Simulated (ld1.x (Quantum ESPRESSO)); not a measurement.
# bromine: excitation energies, all-electron against TM semilocal

| Quantity | Value |
| --- | --- |
| Element | Br (Z = 35) |
| Generator | ld1.x (Quantum ESPRESSO) 7.5 |
| Type | norm-conserving Troullier–Martins (semilocal form) |
| Functional | LDA (PZ) |
| Relativity | scalar-relativistic |
| Frozen core | [Ar] |
| Valence charge | 17 |
| Reference configuration | 3d10 4s2 4p4 (charge +1) |
| Partial waves | 4s (bound): rc 1.50 bohr; 4p (bound): rc 1.60 bohr; 3d (bound): rc 0.90 bohr |
| Local potential | the d channel |
| Core correction | a·sin(br)/r model core inside 0.75 bohr |

Energies are relative to the spin-unpolarised reference configuration 3d10 4s2 4p4; without spin polarisation the order of configurations can differ from experiment. Spin-polarised rows fill each open shell by Hund’s rule, majority spin first.

Question: Give the all-electron excitation energy and the error of the potential for: 3d10 4s2 4p5; 3d10 4s2 4p3; 3d10 4s2 4p2; 3d9 4s2 4p6; 3d9 4s2 4p5; 3d10 4s1 4p6; 3d10 4s2 4p4.5; 3d10 4s2 4p4 (spin-polarised); 3d10 4s2 4p5 (spin-polarised).

Answer:

| valence configuration | charge | ΔE all-electron (eV) | error AE − PS (meV) |
| --- | --- | --- | --- |
| 3d10 4s2 4p5 | 0 | -12.708 | +4.7 |
| 3d10 4s2 4p3 | +2 | 22.944 | +0.3 |
| 3d10 4s2 4p2 | +3 | 57.165 | +11 |
| 3d9 4s2 4p6 | 0 | 51.760 | -924 |
| 3d9 4s2 4p5 | +1 | 66.031 | -824 |
| 3d10 4s1 4p6 | 0 | -0.290 | -0.2 |
| 3d10 4s2 4p4.5 | +0.5 | -7.559 | +2.1 |
| 3d10 4s2 4p4 (spin-polarised) | +1 | -0.710 | +9.7 |
| 3d10 4s2 4p5 (spin-polarised) | 0 | -12.860 | +6.7 |

Levels in the configuration 3d9 4s2 4p6:

```csv
level,all-electron (eV),pseudo (eV)
3d,-79.371,-81.055
4s,-22.533,-22.509
4p,-9.304,-9.230
```
